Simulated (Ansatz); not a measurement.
# NiS (charge +1): shapes and states compared

Calculated in Ansatz's Gaussian-basis code. Basis cc-pwCVTZ-DK on Ni, cc-pVTZ-DK on S, scalar X2C without spin–orbit coupling, 10 orbitals frozen in the corrections; active space CAS(15,10), shells under the valence barred from it. Restricted Hartree–Fock, then the lowest state-specific CASSCF solution met for each case. Coupled cluster stands on the determinant that it favours, not always the lowest RHF. On stretched bonds single-reference methods can fail or change state. Solutions in different active orbitals can move differences by tenths of an eV and at times more than 1 eV.

Case A, quartet: bond length 1.9630 Å.

Case B, doublet: the shape of A.

Energy less that of case A, in eV:

| case | RHF/ROHF | CASSCF | CCSD(T) |
| --- | --- | --- | --- |
| B | +2.624 | +0.042 | -0.663 |

Problem. Give the SC-NEVPT2 energies against case A.

Solution. B: +0.096 eV (2.2 kcal/mol).

Problem. Which case is lowest, and do the methods agree?

Solution. A is lowest in SC-NEVPT2. CCSD(T) puts B lowest.
